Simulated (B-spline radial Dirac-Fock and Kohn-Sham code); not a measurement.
**What relativity does to the binding energies of Cd³⁸⁺**

System: the Cd³⁸⁺ ion in the configuration [He] 2s2 2p6.

Both columns are ΔSCF binding energies of the configuration average from a radial finite-basis atomic code: non-relativistic Hartree-Fock with a point nucleus, and Dirac-Fock with a finite nucleus and the Coulomb interaction alone, averaged over the two j levels with weights 2j+1.

```
shell  Hartree-Fock (eV)  Dirac-Fock (eV)  shift (eV)  shift (%)
   1s            28334.2          29235.5     +901.23      +3.18
   2s             6059.0           6301.5     +242.48      +4.00
   2p             5818.2           5904.3      +86.06      +1.48
```

Relativity binds 1s, 2s, 2p more strongly, among those listed most of all 2s in relative terms.

Values without a named source are computed, but for edge energies of neutral atoms, which are taken from tables.
